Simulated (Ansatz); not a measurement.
Input and output for C₂H₄OSn, SMILES `C1=[CH][SnH2][O]1`.

```yaml
crystal:
  periodic: [false, false, false]
  atoms:
    - {symbol: C, position_ang: [-0.664845, 0.920601, -0.481575]}
    - {symbol: C, position_ang: [0.270111, 0.949786, 0.486191]}
    - {symbol: Sn, position_ang: [0.489250, -1.116886, 0.220291]}
    - {symbol: O, position_ang: [-0.928022, -0.275003, -1.036147]}
    - {symbol: H, position_ang: [-1.237300, 1.764026, -0.869482]}
    - {symbol: H, position_ang: [0.635562, 1.784933, 1.060275]}
    - {symbol: H, position_ang: [1.757153, -1.812568, -0.684320]}
    - {symbol: H, position_ang: [-0.229910, -2.272090, 1.248967]}
basis:
  gaussian: {orbitals: LANL2DZ, final_grid: {core_spheres: 5, valence_spheres: 4, degree: 11}}
total_charge: 1
magnetization: {spin_polarized: true, initial_magnetization: 1}
hamiltonian: {xc: {name: B97M-V}}
```

```sh
$ ansatz run in.yaml --threads 2 --pin off --events-out ev --progress --plain --max-ram 4352MiB
```

Shortened log:

```
Error: <dir> can't be read: No such file or directory (os error 2)
```
